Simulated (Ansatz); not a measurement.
Species: dibromo(dichloro)silane, sum formula SiBr2Cl2 (charge 0, singlet). 
Coordinates optimised at B3LYP-D3(BJ)/def2-TZVP (Ansatz, a first-principles code):
```xyz
5

Si    -0.0250    -0.4088     0.0235
Cl     0.1773    -1.5090     1.7251
Cl    -0.3713    -1.6633    -1.5428
Br    -1.7246     0.9776     0.2434
Br     1.8289     0.7267    -0.3413
```
Charge 0, spin multiplicity 1.

Total electronic energies in hartree. Cores are frozen in the correlated levels unless marked. No spin-orbit coupling. The frozen core is the preceding noble-gas configuration, with the filled d and f shells of earlier blocks. Non-relativistic. Basis-set limits of correlation are two-point, X^-3; Hartree-Fock from the larger set.

| level | program | energy (Eh) |
|---|---|---|
| BLYP/def2-TZVPD | Ansatz | ? |
| revPBE-D3(BJ)/def2-TZVPD | Ansatz + dftd3 | -6357.79202 |
| B97M-V/def2-TZVPD | Ansatz | -6357.21454 |
| PBE0-D4/def2-TZVPD | Ansatz + dftd4 | -6357.44301 |
| r2SCAN0/def2-TZVPD | Ansatz | ? |
| wB97M-V/def2-TZVPD | Ansatz | -6358.10989 |
| wB97X/def2-TZVPD | Ansatz | ? |
| B2GP-PLYP-D4/def2-TZVPD | Ansatz + dftd4 | -6356.81554 |
| MP2/STO-3G | Ansatz | -6284.35036 |
| RI-MP2/def2-TZVPPD | Ansatz | -6353.82295 |
| RI-MP2/CBS(def2-TZVPP,def2-QZVPP) | Ansatz | -6354.0978 |
| SCS-MP2/def2-SVP | Ansatz | -6352.51817 |
| SCS-MP2/def2-TZVPP | Ansatz | -6353.79743 |
| CCSD(T)/CBS(def2-TZVPP,def2-QZVPP) | Ansatz | -6354.1960 |
| CCSD(T)/CBS(def2-TZVPPD,def2-QZVPPD) | Ansatz | -6354.1942 |

Q: Some entries are withheld; supply them.

A: 
- BLYP/def2-TZVPD, energy (Eh): -6358.48446
- r2SCAN0/def2-TZVPD, energy (Eh): -6358.32614
- wB97X/def2-TZVPD, energy (Eh): -6358.49753
